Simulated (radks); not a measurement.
Question: These are the eigenvalues of the occupied orbitals of an atom or ion with whole-number occupations (hartree). Calculated with a radial shooting solver on a logarithmic mesh with Libxc functionals: Dirac Kohn-Sham, PBEsol, spin-unpolarised, spherical densities, finite nucleus; Fermi nuclear charge, rms radius of each element as measured or else 0.836 A^(1/3) + 0.57 fm.

orbital  eigenvalue
1s1/2      -7.07533
2s1/2      -0.71212

Which element is it, and in what charge state? The configuration may be excited. Open shells, if any, are shared by 2j + 1.

Answer: Z = 5, boron, charge +1: B+ in [He] 2s2. The 1s level, -7.0753 hartree, gives Z - s = 3.8 by -(Z - s)^2/2, which with screening and relativity narrows Z to a few neighbours, and the depths must fix Z and the occupations together.
